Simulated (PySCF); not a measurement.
ZnFCl, SMILES [Zn]([F])[Cl]. Atoms are numbered in the order given.

```xyz
3

Zn     0.0000     0.0000    -0.3480
F      0.0000     0.0000    -2.0819
Cl     0.0000     0.0000     1.7163
```
Charge 0, spin multiplicity 1.

The structure is a stationary point at r2SCAN-D4/def2-TZVP.

All values below come from TDDFT-LC-ωPBE/def2-SVPD (PySCF).

Vertical excitations; the highest root listed may be one member of a degenerate set. Gas-phase values at a fixed geometry. State labels are in the subgroup C2v.

```json
[
 {"state": "S1", "symmetry": "B2", "energy (eV)": "6.90", "λ (nm)": "180", "f": "0.018", "main pairs": "HOMO→LUMO (degenerate set)"},
 {"state": "S2", "symmetry": "B1", "energy (eV)": "6.90", "λ (nm)": "180", "f": "0.018", "main pairs": "HOMO−1→LUMO (degenerate set)"},
 {"state": "S3", "symmetry": "B1", "energy (eV)": "8.01", "λ (nm)": "155", "f": "0.060", "main pairs": "HOMO−3→LUMO (degenerate set)"},
 {"state": "S4", "symmetry": "B2", "energy (eV)": "8.01", "λ (nm)": "155", "f": "0.060", "main pairs": "HOMO−2→LUMO (degenerate set)"},
 {"state": "S5", "symmetry": "A1", "energy (eV)": "8.51", "λ (nm)": "146", "f": "0.037", "main pairs": "HOMO−4→LUMO 55 %, HOMO→LUMO+2 18 %, HOMO−1→LUMO+1 18 %"},
 {"state": "S6", "symmetry": "A2", "energy (eV)": "8.52", "λ (nm)": "146", "f": "0.000", "main pairs": "HOMO−1→LUMO+2 45 %, HOMO→LUMO+1 45 %"},
 {"state": "S7", "symmetry": "A1", "energy (eV)": "8.53", "λ (nm)": "145", "f": "0.000", "main pairs": "HOMO−1→LUMO+1, HOMO→LUMO+2 (degenerate set)"},
 {"state": "S8", "symmetry": "A2", "energy (eV)": "8.53", "λ (nm)": "145", "f": "0.000", "main pairs": "HOMO→LUMO+1, HOMO−1→LUMO+2 (degenerate set)"},
 {"state": "S9", "symmetry": "A1", "energy (eV)": "8.93", "λ (nm)": "139", "f": "0.004", "main pairs": "HOMO−5→LUMO 79 %"},
 {"state": "S10", "symmetry": "A2", "energy (eV)": "9.70", "λ (nm)": "128", "f": "0.000", "main pairs": "HOMO−3→LUMO+2 46 %, HOMO−2→LUMO+1 46 %"},
 {"state": "T1", "symmetry": "B1", "energy (eV)": "6.51", "λ (nm)": "190", "f": "0", "main pairs": "HOMO−1→LUMO (degenerate set)"},
 {"state": "T2", "symmetry": "B2", "energy (eV)": "6.51", "λ (nm)": "190", "f": "0", "main pairs": "HOMO→LUMO (degenerate set)"},
 {"state": "T3", "symmetry": "B1", "energy (eV)": "7.51", "λ (nm)": "165", "f": "0", "main pairs": "HOMO−3→LUMO (degenerate set)"},
 {"state": "T4", "symmetry": "B2", "energy (eV)": "7.51", "λ (nm)": "165", "f": "0", "main pairs": "HOMO−2→LUMO (degenerate set)"}
]
```
Triplets are in the Tamm–Dancoff approximation, which puts them higher than full response would, so one can lie above its singlet here.
